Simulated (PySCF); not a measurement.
Simulation results for AlBFH3N, AlBFH4N, AlBClH3N, Al2BH5N

Calculation on a computer-drawn molecule: the log of a Hartree-Fock and frozen-core CCSD(T) single point meant for a local Hartree-Fock minimum, with one planted fault or none, to be diagnosed. Offsets are logged minus clean, where the clean run is the same molecule without the fault. The reference is restricted for singlets and unrestricted otherwise, and also for a bond in bohr or an excited solution. Adding or removing an electron swaps singlet and doublet. The excited solution moves the top pair (singlet) or top alpha electron (doublet) to the lowest empty orbital. Highest occupied and lowest empty are orbital energies over both spins, largest force is the largest gradient component, triples share is (T) over the correlation energy, the T1 limit is 0.02 restricted and 0.045 unrestricted, electrons count all cores, a negative frequency is imaginary (commonest isotopes), and the dipole is about the centre of nuclear charge. Program: PySCF 2.14.0.

Common to all runs: meant basis cc-pV(D+d)Z; logged SCF converged yes; possible faults no fault, one electron removed, one electron added, multiplicity raised by two, geometry at a saddle point, SCF held on an excited solution, minimal basis STO-3G, one bond length entered in bohr, all coordinates scaled.

(1) AlBFH3N

Logged structure:
```xyz
7
AlBFH3N
N     -0.2061    -0.4779    -1.3850
Al    -0.3727     0.9467    -0.2051
B     -2.7546     1.5271    -0.1175
F     -4.0376     1.8377    -0.0716
H      0.7423    -0.9441    -1.6194
H     -0.9835    -0.9786    -1.9423
H      0.5413     1.9246     0.7795
```

- meant charge: 1
- meant multiplicity: 1
- logged electrons: 36
- logged basis functions: 80
- logged spin squared: 0
- logged highest occupied: -15.451 eV
- logged lowest empty: -4.7091 eV
- logged largest force: 0.085832 hartree/bohr
- logged T1 diagnostic: 0.022222
- logged D1 diagnostic: 0.069679
- logged triples share: 0.026857
- logged CC converged: yes
- logged dipole magnitude: 0.73369 debye
- logged SCF stable within its kind: yes
- logged energy HF: -422.01431 hartree
- logged energy CCSD(T): -422.54645 hartree
- planted fault: all coordinates scaled, by +7.5 %
- HF energy offset from clean run: 20.32 kcal/mol
- CCSD(T) energy offset from clean run: 12.96 kcal/mol

Drawn bonds:
```
atom  other atom  order
   1           2      1
   2           3      1
   3           4      1
   1           5      1
   1           6      1
   2           7      1
```

Notes: T1 above single-reference limit.

(2) AlBFH3N

Logged structure:
```xyz
7
AlBFH3N
N     -0.1918    -0.4445    -1.2884
Al    -0.3467     0.8806    -0.1908
B     -2.5624     1.4205    -0.1093
F     -3.7559     1.7095    -0.0666
H      0.6905    -0.8783    -1.5064
H     -0.9149    -0.9103    -1.8068
H      0.5035     1.7903     0.7251
```

* meant charge: 1
* meant multiplicity: 1
* logged electrons: 36
* logged basis functions: 80
* logged spin squared: 2.0167
* logged highest occupied: -10.821 eV
* logged lowest empty: -6.5324 eV
* logged largest force: 0.10548 hartree/bohr
* logged T1 diagnostic: 0.015966
* logged D1 diagnostic: 0.045372
* logged triples share: 0.022519
* logged CC converged: yes
* logged dipole magnitude: 7.4883 debye
* logged SCF stable within its kind: yes
* logged energy HF: -421.92538 hartree
* logged energy CCSD(T): -422.41296 hartree
* planted fault: multiplicity raised by two
* HF energy offset from clean run: 76.12 kcal/mol
* CCSD(T) energy offset from clean run: 96.73 kcal/mol

Drawn bonds:
```
atom  other atom  order
   1           2      1
   2           3      1
   3           4      1
   1           5      1
   1           6      1
   2           7      1
```

(3) AlBFH4N

Logged structure:
```xyz
8
AlBFH4N
N      1.0104     0.7902     0.0133
Al     0.3816    -0.4021    -1.1268
B     -1.2665    -1.6820    -0.5111
F     -1.7556    -1.5636     0.7311
H      0.6672     0.9319     0.9455
H      1.7635     1.4285    -0.1653
H      1.0642    -0.4717    -2.5554
H     -1.8166    -2.5213    -1.1833
```

- meant charge: 0
- meant multiplicity: 1
- logged electrons: 39
- logged basis functions: 85
- logged spin squared: 0.7612
- logged highest occupied: 0.1548 eV
- logged lowest empty: 7.2912 eV
- logged largest force: 0.03926 hartree/bohr
- logged T1 diagnostic: 0.015154
- logged D1 diagnostic: 0.049742
- logged triples share: 0.022813
- logged CC converged: yes
- logged dipole magnitude: 3.7182 debye
- logged SCF stable within its kind: yes
- logged energy HF: -422.86182 hartree
- logged energy CCSD(T): -423.42763 hartree
- planted fault: one electron added
- HF energy offset from clean run: 15.93 kcal/mol
- CCSD(T) energy offset from clean run: 7.719 kcal/mol

Drawn bonds:
```
atom  other atom  order
   1           2      1
   2           3      1
   3           4      1
   1           5      1
   1           6      1
   2           7      1
   3           8      1
```

Notes: highest electron not bound in this basis.

(4) AlBClH3N

Logged structure:
```xyz
7
AlBClH3N
N     -1.4094     1.7277     0.3469
Al    -1.9809     0.0670     0.5204
B     -2.2089    -1.1460    -1.1773
Cl    -3.2621    -1.7350    -2.4229
H     -1.1763     2.3278     1.1164
H     -1.2556     2.2173    -0.5146
H     -2.1546    -0.5412     1.9660
```

- meant charge: 0
- meant multiplicity: 2
- logged electrons: 45
- logged basis functions: 89
- logged spin squared: 0.7761
- logged highest occupied: -7.3417 eV
- logged lowest empty: 0.55031 eV
- logged largest force: 0.018886 hartree/bohr
- logged dipole magnitude: 1.7366 debye
- logged SCF stable within its kind: no
- logged energy HF: -782.29634 hartree
- planted fault: SCF held on an excited solution
- HF energy offset from clean run: 14.38 kcal/mol

Drawn bonds:
```
atom  other atom  order
   1           2      1
   2           3      1
   3           4      1
   1           5      1
   1           6      1
   2           7      1
```

Notes: coupled-cluster numbers left out as unreliable.

(5) Al2BH5N

Logged structure:
```xyz
9
Al2BH5N
N     -1.8379     0.1540    -2.5027
Al    -2.5960    -1.0753    -1.4824
B     -3.0033    -0.6944     0.5596
Al    -3.4207    -0.3501     2.5831
H     -1.5562     1.0733    -2.2179
H     -1.6226     0.0281    -3.4745
H     -2.9574    -2.4649    -2.1496
H     -3.0535     1.0460     3.2393
H     -4.1021    -1.4788     3.4627
```

- meant charge: 0
- meant multiplicity: 2
- logged electrons: 43
- logged basis functions: 33
- logged spin squared: 0.7663
- logged highest occupied: -5.1117 eV
- logged lowest empty: 7.6619 eV
- logged largest force: 0.040073 hartree/bohr
- logged T1 diagnostic: 0.018151
- logged D1 diagnostic: 0.063385
- logged triples share: 0.018876
- logged CC converged: yes
- logged dipole magnitude: 0.40915 debye
- logged SCF stable within its kind: yes
- logged energy HF: -558.94489 hartree
- logged energy CCSD(T): -559.11851 hartree
- planted fault: minimal basis STO-3G
- HF energy offset from clean run: 4325 kcal/mol
- CCSD(T) energy offset from clean run: 4479 kcal/mol

Drawn bonds:
```
atom  other atom  order
   1           2      1
   2           3      1
   3           4      1
   1           5      1
   1           6      1
   2           7      1
   4           8      1
   4           9      1
```
